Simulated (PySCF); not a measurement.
CH₇FOSi₃, SMILES F[SiH2][C@H]1O[SiH2][SiH2]1.

Coordinates come from a PBE0-D3(BJ)/def2-SVP optimisation. The structure was generated by enumeration; whether it is a known compound was not checked. One conformer was computed; it need not be the lowest.

Method: B3LYP/def2-TZVP run with PySCF.

Computed frontier levels, gap, dipole moment and polarisability:
| Item | Value |
|---|---|
| highest occupied level | -7.47 eV |
| lowest empty level | -1.07 eV |
| orbital gap | 6.40 eV |
| dipole moment | 1.70 D |
| quadrupole, principal values (traceless, Buckingham form, about the centre of nuclear charge) | -7.18, 3.45, 3.74 D·Å |
| mean static polarisability | 92.0 bohr³ (13.63 Å³) |
| polarisability, principal values | 79.0, 93.3, 103.5 bohr³ |
